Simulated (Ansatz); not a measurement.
`CC(Cl)[SiH2]Cl` + `BN` → `BN[SiH2]Cl` + `CCCl` at 700 K and 1 bar (ligand exchange at the Si–C bond).

Gas-phase electronic energies from Ansatz, PBE0-D4/def2-TZVP geometries. CCSD(T)/CBS adds triple-zeta CCSD(T) − MP2 to the extrapolated MP2 energy (def2 sets, frozen cores). This one scheme is used for every species. One conformer a species, not always the lowest.

```csv
species,CCSD(T)/CBS energy (Eh),H − E (kJ/mol),S (J/(mol·K))
`CC(Cl)[SiH2]Cl`,-1288.40964,278.9,480.3
`BN`,-81.93499,163.7,282.2
`BN[SiH2]Cl`,-831.46864,218.7,424.7
`CCCl`,-538.89655,222.9,345.6
```

H − E and S are ideal-gas, rigid-rotor, harmonic terms from PBE0-D4/def2-TZVP, for one conformer and one mirror image of each species. 1 Eh = 2625.50 kJ/mol, R = 8.31446 J/(mol·K).

Q: By hand: ΔE, ΔH, ΔS and ΔG.

A: ΔE = (-831.46864) + (-538.89655) − (-1288.40964) − (-81.93499) = -0.02056 Eh = -54.0 kJ/mol. Δ(H − E) = 218.7 + 222.9 − 278.9 − 163.7 = -1.0, so ΔH = -55.0 kJ/mol. ΔS = 424.7 + 345.6 − 480.3 − 282.2 = 7.8 J/(mol·K). ΔG = -55.0 − 700 × (7.8)/1000 = -60.5 kJ/mol.

Q: By hand: the equilibrium constant, and the temperature at which ΔG would vanish if ΔH and ΔS stayed fixed.

A: log₁₀ K = −ΔG/(RT ln 10) = 4.5. ΔH and −TΔS have one sign here, so there is no such temperature.

The number of gas molecules stays the same, so ΔS is small and ΔH decides. A doubt of 5 kJ/mol in ΔE shifts log₁₀ K by 0.4 here. Other conformers and mirror images would add mixing entropy, several J/(mol·K) or more a flexible species. Modes under 60 cm⁻¹, often nearly free rotors, make the harmonic entropy too high. These are equilibria of isolated gas molecules and say nothing of rates. Largest T1 diagnostic: 0.012 (customary marks: 0.02 for closed shells, 0.045 for open ones).

ΔS is within the doubt of such terms, so its sign, and with it that verdict, could turn.
